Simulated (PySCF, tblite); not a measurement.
Species: C5H5NOS.
Atom-mapped SMILES: `[N:1]#[C:2][C@H:3]1[S:4][CH2:5][CH2:6][C:7]1=[O:8]` (hydrogens: H9 on C3; H10, H11 on C5; H12, H13 on C6)

Geometry (GFN2-xTB, Å), atoms numbered from 1 in this order:
```xyz
13
C5H5NOS angstrom
N      2.8555    0.9249   -0.5393
C      2.0721    0.2496   -0.0533
C      1.0280   -0.5296    0.5591
S      0.0212    0.5651    1.6232
C     -0.9872    1.0429    0.1784
C     -1.1621   -0.2274   -0.6339
C      0.0940   -1.0612   -0.5396
O      0.3570   -2.0184   -1.2047
H      1.4580   -1.3411    1.1496
H     -1.9261    1.4494    0.5450
H     -0.4468    1.8114   -0.3763
H     -1.9729   -0.8378   -0.2241
H     -1.3949   -0.0273   -1.6808
```

Method: PBE0/pcSseg-1 in PySCF (dipole) on a GFN2-xTB geometry, gas phase.

Masses are those of the commonest isotopes; rigid-rotor values at the optimised geometry. The values belong to one conformer with, in the numbering `[N:1]#[C:2][C@H:3]1[S:4][CH2:5][CH2:6][C:7]1=[O:8]`, C2–C3–S4–C5 85°, C3–S4–C5–C6 39°, S4–C5–C6–C7 -35°, C5–C6–C7–O8 -169°.

Problem. Give the principal moments of inertia and the rotational constants in cm⁻¹.

Solution. Ia = 246.17, Ib = 256.92, Ic = 395.22 u·Å²; 505379 MHz·u·Å²/I gives 2053, 1967 and 1279 MHz, that is A = 0.06848, B = 0.06561, C = 0.04265 cm⁻¹.

Problem. What kind of rotor is it?

Solution. An asymmetric top; Ray's κ = 0.778.

Problem. What does the inertial defect say?

Solution. Not planar: Δ = Ic − Ia − Ib = -107.87 u·Å². For a rigid frame Δ = −2 Σ m c², so Σ m c² = 53.94 u·Å² lies off the ab plane: 10.37 from hydrogen and 43.57 from heavier atoms. The atom farthest from that plane is 1.80 Å away.

Problem. Give the other two planar moments, Paa and Pbb, and the rms extents of the mass along the axes.

Solution. Paa = Σ m a² = (Ib + Ic − Ia)/2 = 202.99 and Pbb = Σ m b² = (Ia + Ic − Ib)/2 = 192.23 u·Å². With the mass M = 127.01 u, the rms extents √(P/M) along a, b and c are 1.26, 1.23, 0.65 Å.

Problem. Predict some low-J microwave lines.

Solution. The dipole components are |μa| = 4.11 D, |μb| = 0.95 D, |μc| = 0.10 D. The squared components, which scale the intensities, stand as 1.00 : 0.05 : 0.00 (a : b : c). Some lines, for components of 0.1 D or more:

```tsv
type	branch	J(Ka,Kc)	MHz	lower level (cm⁻¹)
b	Q	1(1,0) ← 1(0,1)	774	0.108
b	Q	2(2,0) ← 2(1,1)	868	0.374
b	Q	4(3,1) ← 4(2,2)	1889	1.240
b	Q	3(2,1) ← 3(1,2)	1978	0.706
b	Q	2(2,1) ← 2(1,2)	2323	0.305
b	Q	3(3,1) ← 3(2,2)	2456	0.707
b	Q	4(4,1) ← 4(3,2)	2636	1.244
a	R	1(0,1) ← 0(0,0)	3246	0.000
a	Q	3(1,2) ← 3(1,3)	3623	0.585
b	Q	3(2,2) ← 3(1,3)	3661	0.585
b	Q	4(2,3) ← 4(1,4)	5106	0.950
b	R	2(0,2) ← 1(1,1)	5796	0.111
b	R	2(1,2) ← 1(0,1)	5889	0.108
b	R	3(0,3) ← 2(1,2)	8399	0.305
b	R	3(1,3) ← 2(0,2)	8407	0.304
b	R	3(2,2) ← 2(1,1)	9995	0.374
a	R	4(1,4) ← 3(1,3)	10960	0.585
a	R	3(2,1) ← 2(2,0)	11068	0.403
b	R	4(1,3) ← 3(2,2)	12402	0.707
b	R	4(2,3) ← 3(1,2)	12443	0.706
b	R	3(3,0) ← 2(2,1)	12700	0.382
```

Problem. Estimate the classical rotational partition function at 10 K, 200 K and 500 K.

Solution. Point group C1, symmetry number σ = 1; q = (√π/σ)·√((kT/h)³/(ABC)), k/h = 20836.6 MHz/K: 2350 at 10 K, 210000 at 200 K, 829000 at 500 K.

Its GFN2-xTB frequencies are all real (lowest 54 cm⁻¹). Constants of a rigid frame at the computed geometry: no zero-point averaging, no centrifugal distortion. Quadrupole hyperfine structure (14N) is left out.

Time: 35 s. Hardware: Arm Neoverse V1, one thread, shared host. This is the PBE0/pcSseg-1 job that gave the dipole, with the shieldings it also computed.
